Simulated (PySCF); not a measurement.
Ionisation energy of Ce⁴⁶⁺ by level of theory

Ce⁴⁶⁺ [Ne] 3s2 (1S) → Ce⁴⁷⁺ [Ne] 3s1 (2S), as a difference of total energies. All numbers are calculated (PySCF 2.14, scalar relativity by spin-free X2C-1e, in an uncontracted even-tempered set (18 s from 10 bohr⁻², ratio 2.5; 12 p from 13 bohr⁻², ratio 2.5; 4 d from 48 bohr⁻², ratio 2.7; 4 f from 72 bohr⁻², ratio 2.7)). Correlated levels: outer shells: 1s2 frozen; virtual orbitals above 40 to 60 times the deepest correlated orbital energy dropped. The calculations carry no spin-orbit coupling.

```json
{"method": "UHF", "ionisation energy (eV)": "3865.6"}
{"method": "MP2 (outer shells)", "ionisation energy (eV)": "3869.1"}
{"method": "SCS-MP2 (outer shells)", "ionisation energy (eV)": "3869.5"}
{"method": "CCSD (outer shells)", "ionisation energy (eV)": "3869.7"}
{"method": "CCSD(T) (outer shells)", "ionisation energy (eV)": "3869.7"}
```

How much does correlation contribute at CCSD(T) (outer shells)?

3869.7 − (3865.6) = 4.1 eV, measured against UHF.

Breit and QED terms and the two-electron picture change are absent.

For comparison: 3865 ± 4 eV (theoretical estimate listed by NIST; NIST Atomic Spectra Database, ionization energies).
